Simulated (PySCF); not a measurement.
# Dipole moment and polarisability of `FC[C@H]1CC=C(CC(F)(F)F)CCC1`

Species: C₁₀H₁₄F₄.
Geometry (PBE0-D3(BJ)/def2-SVP, Å), atoms numbered from 1 in this order:
```
atom  x, y, z in Å
F1    -3.896    0.509    0.246
C2    -3.188    0.975   -0.841
C3    -1.730    0.569   -0.736
C4    -1.109    1.175    0.533
C5     0.389    1.191    0.569
C6     1.172    0.103    0.544
C7     2.668    0.246    0.569
C8     3.335   -0.034   -0.758
F9     2.900    0.790   -1.713
F10    4.660    0.121   -0.665
F11    3.114   -1.286   -1.187
C12    0.600   -1.290    0.461
C13   -0.215   -1.553   -0.807
C14   -1.615   -0.955   -0.812
H15   -3.291    2.074   -0.869
H16   -3.648    0.556   -1.753
H17   -1.222    1.011   -1.614
H18   -1.476    2.208    0.642
H19   -1.508    0.624    1.404
H20    0.873    2.173    0.616
H21    3.122   -0.443    1.300
H22    2.962    1.268    0.849
H23   -0.041   -1.473    1.343
H24    1.417   -2.023    0.520
H25   -0.318   -2.644   -0.933
H26    0.357   -1.198   -1.680
H27   -2.131   -1.291   -1.729
H28   -2.194   -1.377    0.029
```

Level: wB97X-D/def2-SVPD (PySCF), static field, nuclei fixed, core orbitals frozen in the response. The polarisability tensor in these axes (au):

```
x   136.69  -7.91   3.69
y    -7.91 115.62   3.15
z     3.69   3.15 100.05
```

Question: Diagonalise the tensor; give its mean and Δα, where Δα² is half the sum of the squared differences of the eigenvalues.

Answer: Principal values 98.69, 114.19 and 139.49 au; mean 117.45 au = 17.40 Å³ = 19.37 × 10⁻⁴⁰ C²·m²/J; Δα = 35.67 au (30 % of the mean).

Question: What is the dipole moment, and where does it point?

Answer: (-0.46, 0.57, 0.46) D, 0.86 D in size, pointing from the negative to the positive side. Measured along this direction, the outermost atoms are F11 at the negative end and H15, H18 and F1 at the positive end.

Question: Find the Langevin capture rate constant for O2+ (31.990 u) meeting this molecule (210.103 u), k = 2.342 × 10⁻⁹ cm³/s × √(α in Å³ / reduced mass in u).

Answer: The reduced mass is 27.76 u, so k = 1.85 × 10⁻⁹ cm³/s. The formula leaves out the permanent dipole, which adds to the capture rate.

Question: Directions of the eigenvectors, and the extent of the frame along each?

Answer: Largest value along (0.95, -0.31, 0.06), where the nuclei span 8.19 Å; middle along (0.28, 0.92, 0.28), 5.19 Å; least along (-0.14, -0.25, 0.96), 3.91 Å. The response follows the extents in order.

Question: What depolarisation ratio follows for Rayleigh scattering of linearly polarised light, taking the static tensor?

Answer: ρ = 3Δα²/(45ᾱ² + 4Δα²) = 3817.9/(620792 + 5090.6) = 0.0061.

The structure is a single PBE0-D3(BJ)/def2-SVP conformer in the gas phase; no vibrational or solvent corrections.
